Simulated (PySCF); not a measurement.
Members of one series of related molecules.

All values: B3LYP/def2-SVPD (PySCF) at GFN2-xTB geometries, gas phase, one conformer each. Core orbitals are frozen in the response; Δα² is half the sum of the squared differences of the principal polarisabilities.

(1) Rank by dipole moment, highest first.
A. `c1(cc(C)pcc1)Cl`
B. `[CH3:1][O:2][c:3]1[cH:4][c:5]([Cl:6])[cH:7][cH:8][p:9]1` with C1–O2–C3–C4 180°
C. `C#Cc1cc(Cl)ccp1`
D. `[O:1]=[CH:2][c:3]1[cH:4][c:5]([Cl:6])[cH:7][cH:8][p:9]1` with O1–C2–C3–C4 180°

(2) Rank by polarisability anisotropy Δα, highest first.
A. `Cc1cc(Cl)ccp1`
B. `[CH3:1][O:2][c:3]1[cH:4][c:5]([Cl:6])[cH:7][cH:8][p:9]1` with C1–O2–C3–C4 180°
C. `C#Cc1cc(Cl)ccp1`
D. `[O:1]=[CH:2][c:3]1[cH:4][c:5]([Cl:6])[cH:7][cH:8][p:9]1` with O1–C2–C3–C4 180°

## Answers

(1) D (2.89 D), B (1.50 D), A (0.57 D), C (0.37 D).

(2) C (13.74 Å³), D (11.97 Å³), B (11.63 Å³), A (10.29 Å³).

All values together:

```
         SMILES                    change   formula  μ (D)  HOMO (eV)  LUMO (eV)  α (Å³)  Δα (Å³)  electrons  α per electron (Å³)
 COc1cc(Cl)ccp1                    parent  C6H6ClOP   1.50      -6.57      -1.73   17.32    11.63         82                0.211
C#Cc1cc(Cl)ccp1  OCH3 replaced by ethynyl   C7H4ClP   0.37      -6.82      -2.28   18.55    13.74         78                0.238
  Cc1cc(Cl)ccp1      OCH3 replaced by CH3   C6H6ClP   0.57      -6.75      -1.79   16.38    10.29         74                0.221
O=Cc1cc(Cl)ccp1      OCH3 replaced by CHO  C6H4ClOP   2.89      -7.21      -2.96   16.89    11.97         80                0.211
```

Conformers: `[CH3:1][O:2][c:3]1[cH:4][c:5]([Cl:6])[cH:7][cH:8][p:9]1` with C1–O2–C3–C4 180°; `[O:1]=[CH:2][c:3]1[cH:4][c:5]([Cl:6])[cH:7][cH:8][p:9]1` with O1–C2–C3–C4 180°.

Question: Give the shifts from the parent, `COc1cc(Cl)ccp1`.

Answer: 
| SMILES | change in μ (D) | change in HOMO (eV) | change in LUMO (eV) | change in mean α (Å³) |
| --- | --- | --- | --- | --- |
| C#Cc1cc(Cl)ccp1 | -1.13 | -0.25 | -0.55 | +1.23 |
| Cc1cc(Cl)ccp1 | -0.93 | -0.18 | -0.06 | -0.94 |
| O=Cc1cc(Cl)ccp1 | +1.39 | -0.64 | -1.23 | -0.43 |
